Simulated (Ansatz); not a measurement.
Input file for Ansatz (a first-principles code): R-RI-MP2/aug-cc-pV(Q+d)Z on HCl (SMILES Cl) with ghost functions, monomers drawn apart or pushed together. Files ending in .json are basis or fitting sets from the Basis Set Exchange.

Ansatz 0.2 input:
```yaml
crystal:
  periodic: [false, false, false]
  atoms:
    - {symbol: Cl, position_ang: [-0.03322094, 0.05094674, -0.99541496]}
    - {symbol: H, position_ang: [-0.02208516, -0.10406125, 0.28305948]}
basis:
  gaussian:
    orbitals: aug-cc-pV_Q+d_Z.json
    fitting: {mean_field: def2-universal-JKFIT, correlation: aug-cc-pVQZ-RIFIT.json}
    ghost_atoms:
      - {symbol: C, position_ang: [0.00494722, -0.48908619, 3.46100768]}
      - {symbol: O, position_ang: [0.01460896, -0.62376636, 4.57552747]}
magnetization: {spin_polarized: false}
correlation: {method: mp2, electrons: outside_noble_gas}
scf: {lower_state_search: off}
```

It printed:

```
WARN ansatz: RAYON_NUM_THREADS=1 ignored (pool sized by the plan → 1); use --threads N
Functional definition: HF
these checks for a lower state are left out or cut short: stability, starts, cluster_reference, orbital_swaps, neighbouring_geometries, increment
integrals: 0.23 GiB planned
298 factors; integrals over basis functions are off by at most 5.4e0 eV
mean field: 0.43 GiB planned
mean field evaluation 1: about -12519.8738 eV, gradient 1.0e1 eV
mean field evaluation 2: about -12520.2261 eV, gradient 4.3e0 eV
mean field evaluation 4: about -12520.2767 eV, gradient 3.6e-1 eV
mean field -12520.27769026 eV, -460.1117185680 hartree, gradient 9.8e-7 eV, S^2 0.000000; 0 other end points of the search recorded, 0 dependent functions left out
5 core orbitals not correlated
610 factors; their error is unknown
reference -12520.27769026 eV, -460.1117185680 hartree; 4, 4 occupied and 286, 286 virtual orbitals, 610 factors
second order -6.13234182 eV of doubles, -0.00000000 eV of singles
Total energy: -12526.41003207 eV, -460.3370779730 hartree
Checks for a lower state left out: stability, starts, cluster_reference, orbital_swaps, neighbouring_geometries, increment
```

Self-consistency was reached.

Cost: about 2.1 core-seconds (a rough figure).
